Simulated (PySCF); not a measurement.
H4HfO3, SMILES [OH][HfH]([OH])[OH], multiplicity 1.

Geometry optimised at B3LYP-D3(BJ)/def2-SVP. The multiplicity is an assumed one; no other spin state was optimised. The structure was generated by enumeration; whether it is a known compound was not checked. The def2 effective core potentials stand for the cores of Hf; spin–orbit coupling is left out. The values are those of a single conformer.

Two levels are set side by side: TDA-PBE/def2-SVPD (PySCF) and TDA-B3LYP/def2-SVPD (PySCF). Vertical, same geometry. The lowest singlet is HOMO→LUMO+2 96 % with PBE and HOMO→LUMO+1 95 % with the other functional; states are paired by order. Differences are taken from unrounded values.

```csv
quantity,TDA-B3LYP,TDA-PBE,TDA-PBE minus TDA-B3LYP
lowest singlet excitation (eV),6.27,5.80,-0.46
lowest triplet excitation (TDA) (eV),5.51,5.20,-0.31
first bright state (f over 0.05) (eV),7.28,6.79,-0.49
its oscillator strength,0.22,0.15,-0.08
```

A lower first singlet is the usual sign of a functional without exact exchange. Differences between two approximate levels are no errors against the true value.

Rough cost on one machine, each run with all the roots and properties that it gave: TDA-B3LYP against TDA-PBE about 2 times.
